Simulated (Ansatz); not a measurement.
Consider the substitution at a C–C bond: `CC([SiH3])=C=N` + `[NH]=[W](=[NH])([OH])[OH]` → `C[O][W](=[NH])(=[NH])[OH]` + `N=C=C[SiH3]`.

Gas-phase electronic energies from Ansatz, PBE0-D4/def2-TZVP geometries. CCSD(T)/CBS adds triple-zeta CCSD(T) − MP2 to the extrapolated MP2 energy (def2 sets, frozen cores). Functionals use def2-TZVPP. HSE06 is defined as in plane-wave codes. def2 core potentials past Kr. For W outer-core shells are correlated without core-valence functions, which leaves a few kJ/mol of doubt a bond. One conformer a species, not always the lowest.

```
             level  ΔE (kJ/mol)  difference from CCSD(T)/CBS
        r2SCAN0-D4         45.0                         -2.0
          HSE06-D4         46.1                         -0.9
      CAM-B3LYP-D4         39.2                         -7.8
           ωB97M-V         44.9                         -2.1
          PBE-QIDH         46.9                         -0.1
               PBE         43.9                         -3.1
              BLYP         35.5                        -11.5
             BHLYP         37.8                         -9.2
    MP2/def2-TZVPP         48.3                          1.3
CCSD(T)/def2-TZVPP         43.7                         -3.3
       CCSD(T)/CBS         47.0                            0
```

Largest T1 diagnostic among the species: 0.020, so the coupled-cluster value is less sure than usual.

At CCSD(T), def2-SVP lies −10.2 kJ/mol from the extrapolated value and def2-TZVPP −3.4 kJ/mol. In def2-TZVPP, CCSD(T) changes the Hartree–Fock value by +10.7 kJ/mol (the triples alone add +0.3 kJ/mol) and MP2 by +15.3 kJ/mol.
